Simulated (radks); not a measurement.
Initial-state core-level shifts of the niobium ion Nb3+ when its valence configuration changes from [Kr] 4d2. Method: scalar-relativistic Kohn-Sham, PBE, spin-unpolarised, spherical densities, finite nucleus; Fermi nuclear charge, rms radius 4.324 fm; computed with a radial shooting solver on a logarithmic mesh with Libxc functionals. Shifts are changes of the shell-averaged eigenvalues in eV (positive: less bound); the change of the density at the nucleus, which sets a Mossbauer isomer shift, is in e/bohr^3, on a base of 8.407e+04.

\begin{tabular}{lrrrrr}
valence & 1s & 2s & 3s & 4p & density at nucleus \\ \hline
4d1.5 5p0.5 & -2.862 & -3.038 & -2.950 & -2.469 & +1.740 \\
4d1 5s1 & -4.713 & -5.076 & -4.876 & -3.933 & +24.501 \\
4d1 5p1 & -5.811 & -6.177 & -5.986 & -4.960 & +3.684 \\
4d1.5 5s0.5 & -2.311 & -2.486 & -2.393 & -1.949 & +11.813 \\
4d0.5 5s1 5p0.5 & -7.747 & -8.312 & -7.994 & -6.452 & +27.370 \\
4d1 5s0.5 5p0.5 & -5.263 & -5.627 & -5.432 & -4.448 & +14.132 \\
5s0.5 5p1.5 & -11.387 & -12.174 & -11.724 & -9.464 & +19.331 \\
5p2 & -11.922 & -12.714 & -12.267 & -9.953 & +8.182 \\
5s2 & -9.766 & -10.538 & -10.079 & -7.971 & +52.471 \\
\end{tabular}
